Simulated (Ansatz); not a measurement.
Geometry optimisation, RKS B3LYP-D4/6-31G in Ansatz.

Input file:

```yaml
crystal:
  periodic: [false, false, false]
  atoms:
    - { symbol: C, position_ang: [-1.3996, -0.2375, 0.2662] }
    - { symbol: C, position_ang: [-0.0579, 0.2544, -0.0798] }
    - { symbol: Si, position_ang: [1.2531, -1.0035, 0.1141] }
    - { symbol: C, position_ang: [0.2878, 1.509, -0.506] }
    - { symbol: F, position_ang: [1.64052, 1.73694, -0.724] }
    - { symbol: H, position_ang: [-2.182, 0.6236, 0.1058] }
    - { symbol: H, position_ang: [-1.4926, -0.5038, 1.306] }
    - { symbol: H, position_ang: [-1.7146, -1.0132, -0.3894] }
    - { symbol: H, position_ang: [1.3358, -1.4406, 1.5822] }
    - { symbol: H, position_ang: [1.0164, -2.1688, -0.7259] }
    - { symbol: H, position_ang: [2.5872, -0.412, -0.2174] }
    - { symbol: H, position_ang: [-0.27492, 2.34927, -0.68929] }
basis:
  gaussian: { orbitals: "6-31G" }
hamiltonian:
  xc: b3lyp
  dispersion: d4
relax:
  f_tol: 0.015
  max_steps: 40
```

Launched with:

```bash
$ ansatz run input.yaml --threads 1 --pin off --max-ram 2048MiB --backend cpu --events-out ev --progress --plain --runs-dir out
```

Task: Where does it end, and by what steps?

Result: It converged. Limits of this set-up: no polarisation functions. After 7 steps the energy has fallen by 0.537 eV; F5 moved furthest, 0.22 Å.

```csv
step,energy less start (eV),largest force component (eV/Å),accepted
0,0.0000,4.144,yes
1,-0.4723,1.133,yes
2,-0.4942,0.692,yes
3,-0.5077,0.936,yes
4,-0.5343,0.180,yes
5,-0.5367,0.086,yes
6,-0.5372,0.018,yes
7,-0.5372,0.005,yes
```

```xyz
12
Properties=species:S:1:pos:R:3
C -1.424 -0.144 0.234
C 0.002 0.262 -0.074
Si 1.361 -1.057 0.153
C 0.263 1.501 -0.487
F 1.558 1.937 -0.786
H -2.129 0.680 0.073
H -1.524 -0.470 1.278
H -1.740 -0.984 -0.397
H 1.354 -1.509 1.588
H 1.008 -2.252 -0.690
H 2.725 -0.573 -0.211
H -0.455 2.301 -0.639
```

Whether the end is a true minimum wasn't checked by a vibrational analysis.

Time of the run: 32 s on 1 thread of Arm Neoverse V1, with other jobs on the host, peak memory 0.14 GiB.
